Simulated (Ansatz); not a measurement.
# Two structures, one formula

Two relaxed structures of GaH$_{2}$SO (charge -1), closed shell (PBE0-D4/def2-TZVPD; forces vanish, vibrations not checked).

A:

```
5
angstrom
O -1.1534 0.6243 -0.4246
Ga 0.5047 0.0842 0.1873
S 1.0000 -1.9582 0.3634
H -1.6482 -0.1785 -0.6111
H 1.2970 1.4283 0.4850
```

B:

O1  (1.014, -1.704, 0.369)
Ga2  (0.643, -0.050, 0.238)
S3  (-1.421, 0.688, -0.524)
H4  (-1.883, -0.561, -0.699)
H5  (1.443, 1.294, 0.539)
(Å)

Computed with Ansatz 0.2.0 (basis: def2-TZVPPD); correlated methods freeze the cores. Filled d shells of the heavier atoms are correlated. The def2 sets are not built for correlating such inner shells, so the correlated values are less sure here. B3LYP uses VWN-RPA correlation.

(1) Which structure is lower at CCSD(T), and by how much? (Judge from chemistry; the value comes from the calculation.)

T1 diagnostic: at most 0.021.

Results:

(1) Computed: A, by 1.327 eV (electronic energy, against the other). By their contacts, A is GaH₂SO ([OH][GaH][S]), total charge -1 and B is GaH₂SO ([O][GaH][SH]), total charge -1.

All methods give the same order:

| method | E(B) − E(A) (eV) |
| --- | --- |
| PBE-D4 | 1.197 |
| r2SCAN-D4 | 1.332 |
| PBE0-D4 | 1.411 |
| B3LYP-D4 | 1.315 |
| wB97M-V | 1.423 |
| HF | 1.809 |
| MP2 | 1.250 |
| CCSD | 1.422 |
| CCSD(T) | 1.327 |

Labels in which every atom is bracketed show which atoms are joined, not bond orders.

For scale, one of the runs: CCSD(T)/def2-TZVPPD, 179 basis functions, launched by `ansatz run in.yaml --threads 2 --pin off --events-out ev --progress --plain --max-ram 4352MiB`. Time: 19 s of wall clock on 2 CPU threads of an Intel Xeon 6975P-C; the host was shared. Peak host memory: 1.8 GiB.
